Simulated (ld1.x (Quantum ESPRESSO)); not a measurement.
Scattering properties, TM potential for Fe (Z = 26)

ld1.x (Quantum ESPRESSO) 7.5 input, shortened:

```
&input
   title='Fe', zed=26., rel=1, dft='PBE', iswitch=3,
   config='[Ar] 3d6 4s2 4p0'
 /
 &inputp
   pseudotype=2, tm=.true., lloc=-1, rcloc=2.45,
   nlcc=.false.
 /
3
4S  1  0   2.00   0.00  2.00  2.00  0.0
4P  2  1   0.00   0.00  2.65  2.65  0.0
3D  3  2   6.00   0.00  1.25  1.25  0.0
 &test
   configts(1)='3d6 4s2 4p0'
 /
```

The phase is arctan(r·u′/u) with u = r·R(r), unwrapped; energies in Ry, scanned from -3 to 5 Ry. A pole is an energy at which the radial function vanishes at the test radius. The pseudo phase is shifted by a multiple of π to meet the all-electron one at the reference energy, and phase errors are pseudo minus all-electron; the curves can meet again beyond the range given. Levels narrower than the energy grid can be missing from the lists of poles.

Problem. For each channel, where are the poles, and over which energies does the pseudopotential scatter like the atom?

Solution.

| channel | radius (bohr) | reference energy (Ry) | poles, all-electron | poles, pseudo | unbroken range about the reference energy with phases within 0.05 rad | phase error 1 Ry above the reference energy (rad) |
| --- | --- | --- | --- | --- | --- | --- |
| s | 2.89 | -0.39 | 0.85 | 0.79, 3.30 | below 1.6 | -0.009 |
| p | 2.89 | -0.10 | 1.72 | 1.57 | below 2.2 | -0.013 |
| d | 2.89 | -0.55 | -0.47, 3.27 | -0.47, 3.76 | below 0.6 | +0.028 |

Phases in the d channel:

| E (Ry) | all-electron | pseudo |
| --- | --- | --- |
| -3.00 | 1.375 | 1.375 |
| -2.52 | 1.358 | 1.358 |
| -2.04 | 1.335 | 1.335 |
| -1.56 | 1.300 | 1.301 |
| -1.08 | 1.230 | 1.232 |
| -0.60 | -0.197 | -0.192 |
| -0.12 | -1.860 | -1.853 |
| 0.36 | -2.036 | -2.014 |
| 0.84 | -2.405 | -2.313 |
| 1.32 | -3.501 | -3.189 |
| 1.80 | -4.282 | -4.129 |
| 2.28 | -4.525 | -4.446 |
| 2.76 | -4.638 | -4.580 |
| 3.24 | -4.708 | -4.656 |
| 3.72 | -4.765 | -4.708 |
| 4.20 | -4.822 | -4.752 |
| 4.68 | -4.893 | -4.793 |
